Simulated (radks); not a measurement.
Results of a calculation; reference values are marked as such.
Problem. Valence configurations of Nd II (all share [Xe]). Code: a radial shooting solver on a logarithmic mesh with Libxc functionals. Model: scalar-relativistic Kohn-Sham, r2SCAN, spin-polarised, spherical densities, finite nucleus; open shells are filled with parallel spins first (spin-orbit coupling, left out, can overturn this in heavy ions); meta-GGA in the generalised Kohn-Sham scheme; Fermi nuclear charge, rms radius 4.9123 fm. Order these by energy: 4f3.5 6s1.5; 4f3.5 5d0.5 6s1; 4f3 6s1 6p1; 4f3.5 6s1 6p0.5; 4f4 5d1; 4f4 6s1; 4f4 5d0.5 6s0.5; 4f3 6s2; 4f3 5d1 6s1; 4f4 6p1.

Solution. From the lowest, in eV above it: 4f4 6s1 0.000; 4f4 5d0.5 6s0.5 0.566; 4f3.5 5d0.5 6s1 0.908; 4f4 5d1 1.061; 4f3.5 6s1.5 1.378; 4f3.5 6s1 6p0.5 2.274; 4f3 5d1 6s1 2.779; 4f4 6p1 3.030; 4f3 6s2 3.992; 4f3 6s1 6p1 6.294. NIST lists [Xe] 4f4 6s1 as the ground configuration; this level of theory agrees among the configurations tried. The energies are those of spherical high-spin densities, not of single terms.
